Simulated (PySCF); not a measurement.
## Excitation energy of Se(2+) by level of theory

Se(2+) [Ar] 3d10 4s2 4p2 (3P) → Se(2+) [Ar] 3d10 4s1 4p3 (5S), as a difference of total energies. All numbers are calculated (PySCF 2.14, scalar relativity by spin-free X2C-1e, in aug-cc-pVQZ-DK (8s7p5d3f2g, 93 functions)). Correlated levels: valence: [Ar] 3d10 frozen. The calculations carry no spin-orbit coupling.

```
           method  excitation energy (cm⁻¹)
              UHF                     51070
    MP2 (valence)                     59876
SCS-MP2 (valence)                     63742
   CCSD (valence)                     61760
CCSD(T) (valence)                     62070
```

A first-order spin-orbit estimate (lowest level to lowest level, LS coupling) adds 0.298 eV.
